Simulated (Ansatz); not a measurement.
A structure relaxed at PBE0-D4/def2-TZVP, charge 0, multiplicity 1:

```xyz
3

Br   -0.788   -1.425    0.789
Si    0.747    0.200    0.542
Br    0.041    1.226   -1.330
```

Q: Give its formula and SMILES.

A: Br2Si, `Br[Si]Br`.

Q: Point group (tolerance 0.08 Å, 0.16 Å for H)?

A: C2v.

Q: Summarise the bond lengths by kind.

A: 2 × Br–Si 2.249 Å.

Computed with Ansatz.
